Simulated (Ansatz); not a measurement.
C$_{4}$H$_{9}$GaS, SMILES `C=[C]([GaH2])CSC`, relaxed with RKS PBE0-D4/def2-TZVP in Ansatz from a GFN2-xTB geometry. The force threshold is 0.005 eV/Å; the program also tests the step.

Total charge 0; spin multiplicity 1.

Start:

```xyz
15

C     0.953    1.883    0.745
C     0.868    0.594    0.434
Ga    1.370   -0.611   -1.120
C     0.054   -0.353    1.283
S    -0.597   -1.637    0.157
C    -1.806   -0.630   -0.748
H     1.541    2.563    0.148
H     0.468    2.309    1.617
H     0.809   -0.350   -2.557
H     2.541   -1.632   -0.998
H     0.694   -0.893    1.985
H    -0.775    0.100    1.832
H    -1.318    0.260   -1.155
H    -2.196   -1.247   -1.554
H    -2.607   -0.355   -0.069
```

How much energy does the relaxation release, and in how many steps? (An estimate is asked.)

The calculation gave: 1.34 kcal/mol, in 14 steps, 3 of them rejected.

Which bonds change most? (An estimate is asked.)

Computed: C2–Ga3 from 2.029 to 2.002 Å; S5–C6 from 1.815 to 1.798 Å; Ga3–H10 from 1.559 to 1.573 Å.

Give the relaxed structure. (An estimate is asked.)

Ansatz gave: 
```xyz
15

C     0.887    1.856    0.636
C     0.877    0.547    0.419
Ga    1.468   -0.623   -1.095
C     0.098   -0.408    1.273
S    -0.633   -1.607    0.105
C    -1.863   -0.562   -0.688
H     1.430    2.540   -0.009
H     0.362    2.309    1.478
H     1.036   -0.280   -2.568
H     2.585   -1.687   -0.793
H     0.757   -1.021    1.896
H    -0.675    0.030    1.913
H    -1.420    0.395   -0.966
H    -2.199   -1.081   -1.585
H    -2.709   -0.410   -0.017
```
